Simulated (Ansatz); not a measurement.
A run for Ansatz (a quantum-chemistry and plane-wave program): U-B3LYP/def2-TZVPP on C2H3O (SMILES [CH2]C=O), 2S+1 = 2, atoms moved off the minimum.

Ansatz 0.2 input:
```yaml
crystal:
  periodic: [false, false, false]
  atoms:
    - {symbol: C, position_ang: [-1.23475846, 0.13797646, 0.05268676]}
    - {symbol: C, position_ang: [0.30967984, 0.37341839, -0.02127478]}
    - {symbol: O, position_ang: [1.16572711, -0.67478076, -0.00543276]}
    - {symbol: H, position_ang: [-1.81081978, -0.67995522, 0.13840764]}
    - {symbol: H, position_ang: [-1.81970648, 1.12845783, 0.05160715]}
    - {symbol: H, position_ang: [0.61272209, 1.37159730, 0.03033438]}
basis:
  gaussian:
    orbitals: def2-TZVPP
hamiltonian:
  xc: {name: B3LYP}
magnetization: {spin_polarized: true, initial_magnetization: 1}
output: {forces: true}
```

The log:

```
Functional definition: B3LYP
[...]
integrals: 0.03 GiB planned
688 factors; their error is unknown
mean field: 0.47 GiB planned
mean field evaluation 1: about -4164.5420 eV, gradient 3.2e1 eV
mean field evaluation 2: about -4154.1109 eV, gradient 6.1e1 eV
mean field evaluation 4: about -4168.6642 eV, gradient 2.9e0 eV
mean field evaluation 8: about -4168.7193 eV, gradient 7.2e-2 eV
mean field evaluation 16: about -4168.7202 eV, gradient 8.5e-4 eV
mean field -4168.72022172 eV, -153.1976424881 hartree, gradient 4.9e-5 eV, S^2 0.786130; 2 other end points of the search recorded, 0 dependent functions left out
the calculation of the forces begins
reference -4168.72043072 eV, -153.1976501688 hartree; 12, 11 occupied and 123, 124 virtual orbitals, 688 factors
Total energy: -4168.72043072 eV, -153.1976501688 hartree
Atom 0 at    -1.234758     0.137976     0.052687 Å, force     4.350043     6.128192    -0.513638 eV/Å
Atom 1 at     0.309680     0.373418    -0.021275 Å, force    -1.122266    -7.931592     0.674564 eV/Å
Atom 2 at     1.165727    -0.674781    -0.005433 Å, force    -3.706953     5.062729    -0.199833 eV/Å
Atom 3 at    -1.810820    -0.679955     0.138408 Å, force    -1.171903    -3.225892     0.188311 eV/Å
Atom 4 at    -1.819706     1.128458     0.051607 Å, force     0.880304    -1.574656    -0.000903 eV/Å
Atom 5 at     0.612722     1.371597     0.030334 Å, force     0.770775     1.541219    -0.148502 eV/Å
Dipole moment:    -0.534795     0.426357     0.021696 e Å
```

The run converged.

Cost: roughly 4 core-seconds.
